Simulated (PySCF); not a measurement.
## Shapes and spin states of [WH5]-

Method: PySCF, PBE0, basis W def2-TZVPD with ECP60, H def2-TZVPD (scalar-relativistic core potentials, no spin–orbit coupling, density fitting).

Relaxations began from a few typed shapes and spin states; open shells are unrestricted. The search is not exhaustive: other isomers or separated fragments can lie lower, and high-lying points may rest on an excited occupation.

Problem. Which is the lowest minimum found?
A. singlet (closed shell, unstable to spin polarisation) C2: W–H 1.716 Å, W–H 1.728 Å (×2), W–H 1.759 Å (×2); H–W–H 64.9° (×2), H–W–H 91.6° (×2), H–W–H 111.7°, H–W–H 116.6° (×2), H–W–H 124.2° (×2)
B. triplet D3h: W–H 1.733 Å (×3), W–H 1.836 Å (×2); H–W–H 90.0° (×6), H–W–H 120.0° (×3), H–W–H 180.0°
C. triplet Cs: W–H 1.723 Å, W–H 1.738 Å, W–H 1.740 Å (×2), W–H 1.833 Å; H–W–H 66.4°, H–W–H 77.1° (×2), H–W–H 80.0°, H–W–H 93.5°, H–W–H 120.3° (×2)
D. triplet C3v: W–H 1.726 Å (×3), W–H 1.787 Å, W–H 1.878 Å; H–W–H 74.6° (×3), H–W–H 105.4° (×3), H–W–H 113.2° (×3), H–W–H 180.0°
E. singlet (closed shell, unstable to spin polarisation) C4v: W–H 1.718 Å (×4), W–H 1.799 Å; H–W–H 78.0° (×4), H–W–H 117.1° (×4), H–W–H 125.8° (×2)

Solution. C. The others lie at 2.7 (triplet C3v, a saddle point), 10.1 (triplet D3h, a saddle point), 58.5 (singlet C2), 73.0 (singlet C4v, a saddle point) kJ/mol above it.

For the lowest minimum: other spin states or occupations of the open shell can lie lower. The lowest empty level of this anion is unbound, so it and the gap depend on the basis. No spin–orbit coupling is included, which matters more the heavier the element.
